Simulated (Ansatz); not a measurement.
`C[SiH2]CC=S` + `C=N` → `C=N[SiH2]C` + `CC=S`  (ligand exchange at the Si–C bond)

Gas-phase electronic energies from Ansatz, PBE0-D4/def2-TZVP geometries. CBS: MP2 limit from def2 TZ/QZ plus the TZ coupled-cluster correction, frozen cores. This one scheme is used for every species. DFT in def2-TZVPP. HSE06 is defined as in plane-wave codes. Each species was taken in one conformer, which may not be the lowest.

```csv
level,ΔE (eV)
revPBE-D4,-0.29
HSE06-D4,-0.32
CCSD/def2-SVP,-0.35
SCS-MP2/def2-QZVPP,-0.40
```

(1) What does CCSD(T)/CBS give? (An estimate is asked.)

(2) What do rigid-rotor, harmonic-oscillator terms from PBE0-D4/def2-TZVP frequencies (298.15 K, 1 bar) make of the CCSD(T)/CBS value? (An estimate is asked.)

Largest T1 diagnostic among the species: 0.016.

Results:

(1) The calculation gave: -0.36 eV. The listed levels differ from it by 0.07, 0.04, 0.01, -0.04 eV.

(2) The calculation gave: ΔZPE = -0.02 eV, ΔH = -0.38 eV, ΔS = 4 J/(mol·K), ΔG = -0.40 eV. Modes under 50 cm⁻¹ make the entropy rough.

Leaving LDA and LC-ωPBE aside and taking each functional with its dispersion term where it has one, the values, not all of them listed here, spread over 0.13 eV, from B2PLYP to revPBE-D4. In def2-TZVPP, CCSD(T) changes the Hartree–Fock value by +0.19 eV (the triples alone add +0.03 eV) and MP2 by +0.19 eV. From BLYP to BHLYP (50 % exact exchange), in def2-TZVPP and without D4, ΔE moves by −0.03 eV.
